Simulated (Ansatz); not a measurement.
The first iterations of a band of ClFGaH₃O₂ (8 atoms, charge 0, multiplicity 1).

Theory: Ansatz 0.2.0, RKS PBE0/def2-SVP.

- movable images: 7
- climbing image: yes
- spring: 5.0 eV/Å²
- optimiser: quadratic models (default)
- start path: through a guess of the saddle point
- force threshold: 0.03 eV/Å
- iteration limit: 60
- end points: relaxed

First end point:

```xyz
8
Properties=species:S:1:pos:R:3
Ga -0.416 0.106 0.139
Cl 0.895 1.707 -0.644
O -1.628 -0.585 -0.943
O -0.551 -0.081 1.890
H 1.812 -0.278 -0.640
F 1.399 -1.075 -0.340
H -1.562 -0.273 -1.852
H 0.052 0.478 2.390
```

Last end point:

```xyz
8
Properties=species:S:1:pos:R:3
Ga -0.417 -0.230 0.199
Cl 1.315 1.625 -0.787
O -1.740 -0.297 -0.965
O -0.655 0.208 1.892
H 1.753 0.379 -0.735
F 1.096 -1.121 -0.218
H -1.484 -0.660 -1.819
H 0.133 0.096 2.433
```

| iteration | highest image above the first end (eV) | largest band force component (eV/Å) |
| --- | --- | --- |
| 1 | 0.876 | 2.812 |
| 2 | 0.487 | 1.180 |
| 3 | 0.468 | 0.535 |

Does the band converge within its limit, and where does its top end?

The run converged. It ended after 9 iterations with the highest image 0.453 eV above the first end. A vibrational analysis at the climbing image gives one clearly imaginary mode, 254i cm⁻¹: a first-order saddle point. The orbitals stay closed-shell, which can raise the energy where a bond breaks towards radicals; this wasn't checked here.

The run took 5 min on 2 threads of Intel(R) Xeon(R) Platinum 8175M CPU @ 2.50GHz (Skylake/Cascade Lake) (shared host), peak memory 0.28 GiB.
